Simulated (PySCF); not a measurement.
C$_{3}$H$_{7}$O (SMILES CC(C)[O]), doublet, geometry from GFN2-xTB; BLYP/STO-3G (PySCF).

PySCF was given this input:
```python
from pyscf import gto, scf, dft

mol = gto.M(
    atom='''
O     0.08881149    1.41624147   -0.02329658
C     0.00962973    0.14136308    0.27258208
H     0.01101452    0.11356863    1.39709535
C    -1.32014766   -0.54404154   -0.11876877
C     1.24109746   -0.70477262   -0.12589560
H    -1.36361392   -0.61281193   -1.20330932
H     1.26961269   -0.77806021   -1.21063645
H    -2.16293297    0.05262281    0.21942231
H     2.15372551   -0.21826934    0.20741092
H    -1.38199246   -1.54074182    0.30800656
H     1.18021755   -1.70153345    0.30087704
''',
    basis='sto-3g',
    spin=1,
    verbose=4,
)

mf = dft.UKS(mol)
mf.xc = 'blyp'
mf.grids.level = 1
mf.kernel()
```

Output, abridged:

```
PySCF version 2.14.0

[INPUT] verbose = 4
[INPUT] num. atoms = 11
[INPUT] num. electrons = 33
[INPUT] charge = 0
[INPUT] spin (= nelec alpha-beta = 2S) = 1
[INPUT] symmetry False subgroup None
[INPUT] Mole.unit = angstrom
[INPUT] Symbol           X                Y                Z      unit          X                Y                Z       unit  Magmom
[INPUT]  1 O      0.088811490000   1.416241470000  -0.023296580000 AA    0.167829392815   2.676308504551  -0.044024155839 Bohr   0.0
[INPUT]  2 C      0.009629730000   0.141363080000   0.272582080000 AA    0.018197552354   0.267137505325   0.515105477664 Bohr   0.0
[INPUT]  3 H      0.011014520000   0.113568630000   1.397095350000 AA    0.020814426194   0.214613607042   2.640127581403 Bohr   0.0
[INPUT]  4 C     -1.320147660000  -0.544041540000  -0.118768770000 AA   -2.494717521385  -1.028089510987  -0.224440447451 Bohr   0.0
[INPUT]  5 C      1.241097460000  -0.704772620000  -0.125895600000 AA    2.345334293293  -1.331827231892  -0.237908204288 Bohr   0.0
[INPUT]  6 H     -1.363613920000  -0.612811930000  -1.203309320000 AA   -2.576856848445  -1.158046713566  -2.273925057937 Bohr   0.0
[INPUT]  7 H      1.269612690000  -0.778060210000  -1.210636450000 AA    2.399220268372  -1.470320705322  -2.287771326916 Bohr   0.0
[INPUT]  8 H     -2.162932970000   0.052622810000   0.219422310000 AA   -4.087350939092   0.099442698805   0.414648071519 Bohr   0.0
[INPUT]  9 H      2.153725510000  -0.218269340000   0.207410920000 AA    4.069951361389  -0.412469273990   0.391949834044 Bohr   0.0
[INPUT] 10 H     -1.381992460000  -1.540741820000   0.308006560000 AA   -2.611587255614  -2.911580068464   0.582048042969 Bohr   0.0
[INPUT] 11 H      1.180217550000  -1.701533450000   0.300877040000 AA    2.230287936905  -3.215432212286   0.568575202770 Bohr   0.0

nuclear repulsion = 126.373911335497
number of shells = 19
number of NR pGTOs = 81
number of NR cGTOs = 27
basis = sto-3g
ecp = {}

******** <class 'pyscf.dft.uks.UKS'> ********
method = UKS
initial guess = minao
damping factor = 0
level_shift factor = 0
DIIS = <class 'pyscf.scf.diis.CDIIS'>
diis_start_cycle = 1
diis_space = 8
diis_damp = 0
SCF conv_tol = 1e-09
SCF conv_tol_grad = None
SCF max_cycles = 50
direct_scf = True
direct_scf_tol = 1e-13
number electrons alpha = 17  beta = 16
XC library pyscf.dft.libxc version 7.1.2
    S. Lehtola, C. Steigemann, M. J. T. Oliveira, and M. A. L. Marques,  SoftwareX 7, 1–5 (2018)
XC functionals = blyp
    A. D. Becke,  Phys. Rev. A 38, 3098 (1988)
    C. Lee, W. Yang, and R. G. Parr,  Phys. Rev. B 37, 785 (1988)
    B. Miehlich, A. Savin, H. Stoll, and H. Preuss,  Chem. Phys. Lett. 157, 200 (1989)
radial grids:
    Treutler-Ahlrichs [JCP 102, 346 (1995); DOI:10.1063/1.469408] (M4) radial grids

becke partition: Becke, JCP 88, 2547 (1988); DOI:10.1063/1.454033
pruning grids: <function nwchem_prune>
grids dens level: 1
symmetrized grids: False
atomic radii adjust function: <function treutler_atomic_radii_adjust>
small_rho_cutoff = 0
Set gradient conv threshold to 3.16228e-05
tot grids = 38024
init E= -191.299934438857

cycle= 1 E= -190.99238000903  delta_E= 0.308  |g|= 0.35  |ddm|= 2.81
cycle= 2 E= -190.831055831971  delta_E= 0.161  |g|= 0.66  |ddm|= 1.44
cycle= 3 E= -191.090859208053  delta_E= -0.26  |g|= 0.0759  |ddm|= 0.953
cycle= 4 E= -191.093899040978  delta_E= -0.00304  |g|= 0.0419  |ddm|= 0.141
cycle= 5 E= -191.094984293555  delta_E= -0.00109  |g|= 0.00423  |ddm|= 0.0586
cycle= 6 E= -191.094992579276  delta_E= -8.29e-06  |g|= 0.00199  |ddm|= 0.00833
cycle= 7 E= -191.094995872369  delta_E= -3.29e-06  |g|= 0.000134  |ddm|= 0.00379
cycle= 8 E= -191.094995891276  delta_E= -1.89e-08  |g|= 3.32e-05  |ddm|= 0.000339
cycle= 9 E= -191.094995892499  delta_E= -1.22e-09  |g|= 4.16e-06  |ddm|= 7.9e-05
cycle= 10 E= -191.094995892526  delta_E= -2.65e-11  |g|= 1.27e-06  |ddm|= 1.33e-05
Extra cycle  E= -191.094995892528  delta_E= -2.44e-12  |g|= 6.33e-07  |ddm|= 4.34e-06
converged SCF energy = -191.094995892528  <S^2> = 0.7516985  2S+1 = 2.0016978
```
